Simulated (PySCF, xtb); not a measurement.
## Relaxing a trial structure of ClGaH4Si

The starting geometry of this gas-phase singlet was built from a drawn formula by distance geometry; its bonds are those of `Cl[SiH2][GaH2]`.

```xyz
7

Cl   -0.0467   -0.8779   -1.8101
Ga   -1.6015    0.4108    1.5097
Si   -1.2120    0.5675   -0.8380
H    -2.6093    0.6939   -1.3059
H    -0.5216    1.8803   -1.0285
H    -0.5000    0.5063    2.6055
H    -3.0382    0.0334    2.1073
```

Predict what it relaxes into with r2SCAN-D4/def2-SVP.

It keeps its bonds, and is `Cl[SiH2][GaH2]`.

The energy falls by 0.25 eV over 45 steps:

| step | E − E(last) (eV) |
| --- | --- |
| 1 | 0.254 |
| 6 | 0.013 |
| 11 | 0.010 |
| 16 | 0.009 |
| 21 | 0.008 |
| 25 | 0.007 |
| 30 | 0.005 |
| 35 | 0.003 |
| 40 | 0.001 |
| 45 | 0.000 |

Final geometry (Å):

```xyz
7

Cl   -0.0695   -1.7570   -1.4009
Ga   -1.3335   -0.0159    1.0560
Si   -0.9449    0.1689   -1.2932
H    -2.1107    0.1862   -2.2261
H     0.0619    1.1521   -1.7925
H    -0.1806    0.3366    2.0532
H    -2.6431   -0.6999    1.5710
```

From the same start GFN2-xTB ends elsewhere, differing in Cl1–Ga2 (2.24 against 3.27 Å here).

The end wasn't checked by frequencies. Run with PySCF 2.14.0, 5.9 min on 2 threads of Arm Neoverse V1, on a shared host.
